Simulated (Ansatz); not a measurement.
`C[SiH2][NH][ZnH]` + `BS` → `B[S][ZnH]` + `C[SiH2]N` at 298.15 K and 1 bar (ligand exchange at a Zn–N bond).

Computed with Ansatz on PBE0-D4/def2-TZVP structures; ΔE is electronic, products minus reactants. CCSD(T)/CBS adds triple-zeta CCSD(T) − MP2 to the extrapolated MP2 energy (def2 sets, frozen cores). This one scheme is used for every species. For Zn outer-core shells are correlated without core-valence functions, which leaves a few kJ/mol of doubt a bond. Scalar relativity is left out up to krypton. One conformer a species, not always the lowest.

| species | CCSD(T)/CBS energy (Eh) | H − E (kJ/mol) | S (J/(mol·K)) |
| --- | --- | --- | --- |
| `C[SiH2][NH][ZnH]` | -2164.46335 | 220.6 | 357.3 |
| `BS` | -424.38198 | 90.6 | 245.0 |
| `B[S][ZnH]` | -2202.78318 | 91.3 | 306.3 |
| `C[SiH2]N` | -386.08232 | 225.7 | 304.4 |

H − E and S are ideal-gas, rigid-rotor, harmonic terms from PBE0-D4/def2-TZVP, for one conformer and one mirror image of each species. 1 Eh = 2625.50 kJ/mol, R = 8.31446 J/(mol·K).

**Question.** By hand: ΔE, ΔH, ΔS and ΔG.

**Answer.** ΔE = (-2202.78318) + (-386.08232) − (-2164.46335) − (-424.38198) = -0.02017 Eh = -53.0 kJ/mol. Δ(H − E) = 91.3 + 225.7 − 220.6 − 90.6 = 5.8, so ΔH = -47.2 kJ/mol. ΔS = 306.3 + 304.4 − 357.3 − 245.0 = 8.4 J/(mol·K). ΔG = -47.2 − 298.15 × (8.4)/1000 = -49.7 kJ/mol.

**Question.** By hand: the equilibrium constant, and the temperature at which ΔG would vanish if ΔH and ΔS stayed fixed.

**Answer.** log₁₀ K = −ΔG/(RT ln 10) = 8.7. ΔH and −TΔS have one sign here, so there is no such temperature.

The number of gas molecules stays the same, so ΔS is small and ΔH decides. A doubt of 5 kJ/mol in ΔE shifts log₁₀ K by 0.9 here. Other conformers and mirror images would add mixing entropy, several J/(mol·K) or more a flexible species. Modes under 60 cm⁻¹, often nearly free rotors, make the harmonic entropy too high. These are equilibria of isolated gas molecules and say nothing of rates. Largest T1 diagnostic: 0.017 (customary marks: 0.02 for closed shells, 0.045 for open ones).

ΔS is within the doubt of such terms, so its sign, and with it that verdict, could turn.
